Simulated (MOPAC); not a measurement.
MOPAC input (PM6):

```
PM6 1SCF CHARGE=-1 GEO-OK AUX(PRECISION=9) THREADS=1
H3Cl2OSi2

Si   -2.06583500 1   -0.68172800 1    0.00601500 1
O    -0.70692400 1   -0.69695900 1    0.89774100 1
Si    0.92848700 1   -0.25068200 1    0.73511000 1
Cl    0.60186700 1    1.97329400 1    0.48794100 1
Cl    1.11718200 1   -0.75464400 1   -1.47500700 1
H    -2.15864700 1    0.43859500 1   -0.95895100 1
H    -2.25120400 1   -1.95306300 1   -0.74566200 1
H    -3.23571500 1   -0.57316500 1    0.92705300 1
```

Output:

```
 *******************************************************************************
 **                                                                           **
 **                              MOPAC v23.2.5                                **
 **                                                                           **
 *******************************************************************************
 ** MOPAC's Digital Object Identifier: https://doi.org/10.5281/zenodo.6511958 **
 **                                                                           **
 ** Please cite the open-source release paper for use of this MOPAC version:  **
 ** J. E. Moussa and J. J. P. Stewart (2026)                                  **
 ** MOPAC: An open-source semiempirical molecular orbital program             **
 ** J. Open Source Softw., 11(119), 8025, https://doi.org/10.21105/joss.08025 **
 *******************************************************************************

                              PM6 CALCULATION RESULTS

 *******************************************************************************
 *  PM6        - The PM6 Hamiltonian to be used
 *  GEO-OK     - OVERRIDE INTERATOMIC DISTANCE AND OTHER SAFETY CHECKS
 *
 *
 *
 *                 CHARGE ON SYSTEM = -1
 *
 *
 *
 *  1SCF       - DO 1 SCF AND THEN STOP
 *  AUX        - OUTPUT AUXILIARY INFORMATION
 *******************************************************************************
PM6 1SCF CHARGE=-1 GEO-OK AUX(PRECISION=9) THREADS=1
 H3Cl2OSi2

   ATOM   CHEMICAL          X               Y               Z
  NUMBER   SYMBOL      (ANGSTROMS)     (ANGSTROMS)     (ANGSTROMS)

     1      Si         -2.06583500  *  -0.68172800  *   0.00601500  *
     2       O         -0.70692400  *  -0.69695900  *   0.89774100  *
     3      Si          0.92848700  *  -0.25068200  *   0.73511000  *
     4      Cl          0.60186700  *   1.97329400  *   0.48794100  *
     5      Cl          1.11718200  *  -0.75464400  *  -1.47500700  *
     6       H         -2.15864700  *   0.43859500  *  -0.95895100  *
     7       H         -2.25120400  *  -1.95306300  *  -0.74566200  *
     8       H         -3.23571500  *  -0.57316500  *   0.92705300  *

          CARTESIAN COORDINATES

    NO.       ATOM           X           Y           Z

     1        Si         -2.0658     -0.6817      0.0060
     2         O         -0.7069     -0.6970      0.8977
     3        Si          0.9285     -0.2507      0.7351
     4        Cl          0.6019      1.9733      0.4879
     5        Cl          1.1172     -0.7546     -1.4750
     6         H         -2.1586      0.4386     -0.9590
     7         H         -2.2512     -1.9531     -0.7457
     8         H         -3.2357     -0.5732      0.9271

 General Reference for PM6:
 "Optimization of Parameters for Semiempirical Methods V: Modification of NDDO Approximations
 and Application to 70 Elements", J. J. P. Stewart, J. Mol. Mod., 13, 1173-1213 (2007)
 URL: https://link.springer.com/article/10.1007/s00894-007-0233-4

           Empirical Formula: H3 O Si2 Cl2  =     8 atoms

      MOLECULAR POINT GROUP   :   C1

      RHF CALCULATION, NO. OF DOUBLY OCCUPIED LEVELS = 16

 -------------------------------------------------------------------------------
 PM6 1SCF CHARGE=-1 GEO-OK AUX(PRECISION=9) THREADS=1
 H3Cl2OSi2

     1SCF WAS SPECIFIED, SO BFGS WAS NOT USED
     SCF FIELD WAS ACHIEVED

                              PM6 CALCULATION
                                                       MOPAC v23.2.5 Linux

          FINAL HEAT OF FORMATION =       -192.98914 KCAL/MOL =    -807.46655 KJ/MOL

          COSMO AREA              =        157.16 SQUARE ANGSTROMS
          COSMO VOLUME            =        162.15 CUBIC ANGSTROMS

          IONIZATION POTENTIAL    =          3.978274 EV
          HOMO LUMO ENERGIES (EV) =         -3.978  3.305
          NO. OF FILLED LEVELS    =         16
          MOLECULAR WEIGHT        =        146.1001         POINT GROUP:  C1

          MOLECULAR DIMENSIONS (Angstroms)

            Atom       Atom       Distance
            H     7   Cl     4     5.00780
            H     8   Cl     5     4.65856
           Si     3    H     6     2.85823

          SCF CALCULATIONS        =          1

   ATOM   CHEMICAL          X               Y               Z
  NUMBER   SYMBOL      (ANGSTROMS)     (ANGSTROMS)     (ANGSTROMS)

     1      Si         -2.06583500  *  -0.68172800  *   0.00601500  *
     2       O         -0.70692400  *  -0.69695900  *   0.89774100  *
     3      Si          0.92848700  *  -0.25068200  *   0.73511000  *
     4      Cl          0.60186700  *   1.97329400  *   0.48794100  *
     5      Cl          1.11718200  *  -0.75464400  *  -1.47500700  *
     6       H         -2.15864700  *   0.43859500  *  -0.95895100  *
     7       H         -2.25120400  *  -1.95306300  *  -0.74566200  *
     8       H         -3.23571500  *  -0.57316500  *   0.92705300  *

                             CARTESIAN COORDINATES

   1   Si       -2.065835000    -0.681728000     0.006015000
   2    O       -0.706924000    -0.696959000     0.897741000
   3   Si        0.928487000    -0.250682000     0.735110000
   4   Cl        0.601867000     1.973294000     0.487941000
   5   Cl        1.117182000    -0.754644000    -1.475007000
   6    H       -2.158647000     0.438595000    -0.958951000
   7    H       -2.251204000    -1.953063000    -0.745662000
   8    H       -3.235715000    -0.573165000     0.927053000

           Empirical Formula: H3 O Si2 Cl2  =     8 atoms

      MOLECULAR POINT GROUP   :   C1

                  EIGENVALUES
 -25.64951 -21.97734 -21.87110 -15.67517 -13.06945 -10.81086 -10.71260  -9.66602
  -8.11718  -7.64657  -7.54746  -7.11231  -6.96308  -6.65060  -6.51039  -3.97827
   3.30463   3.37652   3.63568   3.91760   4.41529   4.47947   5.54012   5.62391
   6.17168   6.27688   6.82511   6.89942   6.93088   8.09306   8.24925   8.65220
   9.00596  96.92873  97.04138  97.07574  97.62620  97.63402  97.75031  97.77819
  98.03424  98.25709  98.28152

              NET ATOMIC CHARGES AND DIPOLE CONTRIBUTIONS

  ATOM NO.   TYPE          CHARGE      No. of ELECS.   s-Pop       p-Pop       d-Pop
    1         Si           0.152219        3.8478     1.16517     1.74624     0.93636
    2          O          -0.498703        6.4987     1.62944     4.86926
    3         Si           0.266743        3.7333     1.80611     1.44341     0.48373
    4         Cl          -0.444240        7.4442     1.99557     5.44686     0.00182
    5         Cl          -0.453614        7.4536     1.99574     5.45600     0.00188
    6          H           0.000098        0.9999     0.99990
    7          H          -0.010567        1.0106     1.01057
    8          H          -0.011934        1.0119     1.01193
 DIPOLE           X         Y         Z       TOTAL
 POINT-CHG.    -1.719    -1.461     0.933     2.441
 HYBRID        -0.098     0.792    -0.929     1.225
 SUM           -1.817    -0.668     0.004     1.936

          ATOMIC ORBITAL ELECTRON POPULATIONS

     Atom    s        px        py        pz      x^2-y^2     xz        z^2       yz        xy
    1 Si   1.16517   0.43512   0.70111   0.61001   0.24943   0.24637   0.06984   0.27544   0.09529
    2  O   1.62944   1.49497   1.69482   1.67947
    3 Si   1.80611   0.49171   0.43236   0.51934   0.13873   0.09127   0.10944   0.05057   0.09372
    4 Cl   1.99557   1.92969   1.58640   1.93077   0.00074   0.00004   0.00030   0.00031   0.00042
    5 Cl   1.99574   1.93206   1.91609   1.60785   0.00018   0.00043   0.00087   0.00034   0.00007
    6  H   0.99990
    7  H   1.01057
    8  H   1.01193

 **********************
 *                    *
 * JOB ENDED NORMALLY *
 *                    *
 **********************

 == MOPAC DONE ==
```

The dipole moment of an ion depends on the origin.

The geometry given is a B3LYP-D3(BJ)/def2-TZVP minimum.
